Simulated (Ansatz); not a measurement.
`[NH2][SbH][SH]` + CH₄ → `[CH3][SbH][SH]` + NH₃ at 298.15 K and 1 bar (formal exchange of groups at the Sb–N bond).

Gas-phase electronic energies from Ansatz, PBE0-D4/def2-TZVP geometries. CCSD(T)/CBS adds triple-zeta CCSD(T) − MP2 to the extrapolated MP2 energy (def2 sets, frozen cores). This one scheme is used for every species. Elements past krypton have def2 core potentials. For Sb outer-core shells are correlated without core-valence functions, which leaves a few kJ/mol of doubt a bond. One conformer a species, not always the lowest.

| species | CCSD(T)/CBS energy (Eh) | H − E (kJ/mol) | S (J/(mol·K)) |
| --- | --- | --- | --- |
| `[NH2][SbH][SH]` | -694.91734 | 127.1 | 329.0 |
| CH₄ | -40.46206 | 127.4 | 186.2 |
| `[CH3][SbH][SH]` | -678.86565 | 155.7 | 330.8 |
| NH₃ | -56.50880 | 100.5 | 192.4 |

H − E and S are ideal-gas, rigid-rotor, harmonic terms from PBE0-D4/def2-TZVP, for one conformer and one mirror image of each species. 1 Eh = 2625.50 kJ/mol, R = 8.31446 J/(mol·K).

By hand: ΔE, ΔH, ΔS and ΔG.

ΔE = (-678.86565) + (-56.50880) − (-694.91734) − (-40.46206) = 0.00495 Eh = 13.0 kJ/mol. Δ(H − E) = 155.7 + 100.5 − 127.1 − 127.4 = 1.7, so ΔH = 14.7 kJ/mol. ΔS = 330.8 + 192.4 − 329.0 − 186.2 = 8.0 J/(mol·K). ΔG = 14.7 − 298.15 × (8.0)/1000 = 12.3 kJ/mol.

By hand: the equilibrium constant, and the temperature at which ΔG would vanish if ΔH and ΔS stayed fixed.

log₁₀ K = −ΔG/(RT ln 10) = -2.2. ΔG = 0 at ΔH/ΔS = 1838 K, though so small a ΔS makes that figure unsure.

The number of gas molecules stays the same, so ΔS is small and ΔH decides. A doubt of 5 kJ/mol in ΔE shifts log₁₀ K by 0.9 here. Other conformers and mirror images would add mixing entropy, several J/(mol·K) or more a flexible species. These are equilibria of isolated gas molecules and say nothing of rates. Largest T1 diagnostic: 0.013 (customary marks: 0.02 for closed shells, 0.045 for open ones).
